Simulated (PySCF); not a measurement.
Computed spin Hamiltonian

Compound: C5H8NO (doublet state).
Z-matrix (Å and degrees, GFN2-xTB geometry), rows numbered from 1:
```
C 
C   1  1.5150
O   2  1.2116  1  123.92
N   2  1.3550  1  113.27  3   179.66
C   4  1.4294  2  122.52  1  -178.71
C   5  1.4608  4  121.16  2   153.47
C   6  1.4635  5   62.90  4   106.54
H   1  1.0880  2  109.82  3  -115.22
H   1  1.0876  2  110.44  3   124.67
H   1  1.0856  2  109.16  3     4.37
H   4  1.0083  2  120.33  1     0.43
H   5  1.0880  4  109.07  2     5.76
H   6  1.0689  5  131.57  7   122.04
H   7  1.0849  5  121.02  6  -108.61
H   7  1.0828  5  115.93  6   109.13
```

The hyperfine couplings belong to this conformer and change with its torsions.

The species is `CC(=O)N[C@H]1[CH]C1` [radical].

Method: PySCF 2.14.0, UKS B3LYP, pcH-1 on C H N O, non-relativistic, mean-field spin-orbit, GIAO. Isolated species at its GFN2-xTB geometry (one conformer only). The geometry wasn't refined by DFT: couplings that depend on bond lengths, twists or pyramidal angles can differ widely from those at the functional's own minimum. The SCF solution wasn't tested for stability.

* g1, g2, g3: 2.00214, 2.00272, 2.00315
* g_iso: 2.00267
* Form of g: rhombic: the two nearest values differ by 43 % of g3 − g1
* ⟨S²⟩: 0.7531 (exact 0.7500)
* α and β electrons: 27, 26
* Total energy: -325.25330 Eh

Isotropic coupling and dipolar principal values T1 to T3, in MHz:

```
atom  isotope  a_iso     T1     T2     T3  Mulliken spin population
  C1      13C    3.4   -0.5   -0.3    0.8                      0.00
  C2      13C   -0.7   -1.0   -0.4    1.4                      0.00
  O3      17O   -0.9   -2.7    1.0    1.7                      0.01
  N4      14N   12.7   -1.4   -1.2    2.7                      0.02
  C5      13C  -21.4   -4.7   -2.7    7.4                     -0.01
  C6      13C  264.6  -75.4  -71.4  146.8                      0.97
  C7      13C  -21.5   -5.0    0.1    4.8                     -0.05
  H8       1H   -0.4   -0.8   -0.5    1.4                      0.00
  H9       1H   -0.5   -0.7   -0.5    1.3                      0.00
 H10       1H    0.5   -0.6   -0.4    1.0                      0.00
 H11       1H   -1.4   -5.1   -2.3    7.4                      0.00
 H12       1H   42.6   -6.0   -1.6    7.6                      0.02
 H13       1H  -14.2  -33.6   -4.0   37.6                     -0.02
 H14       1H   62.6   -5.2   -2.2    7.4                      0.03
 H15       1H  103.6   -6.4   -4.1   10.6                      0.04
```

The largest Mulliken spin population is on C6 (+0.97). The angles at C6 add up to 325.4°, so it is pyramidal.

Under fast tumbling the dipolar parts average out, and these isotropic splittings remain: 1 × 1H (H15, I = 1/2, 2 lines) with 3.70 mT, 1 × 1H (H14, I = 1/2, 2 lines) with 2.23 mT, 1 × 1H (H12, I = 1/2, 2 lines) with 1.52 mT, 1 × 1H (H13, I = 1/2, 2 lines) with 0.50 mT, 1 × 14N (N4, I = 1, 3 lines) with 0.45 mT and 1 × 1H (H11, I = 1/2, 2 lines) with 0.05 mT.

The 13C coupling of C6 (264.6 MHz) shows only in satellite lines or after enrichment, since that isotope makes up about 1.07 % of natural carbon.

Examples of negative spin density at the nucleus (bohr⁻³): C7 (-0.0191), C5 (-0.0190) and H13 (-0.0032).
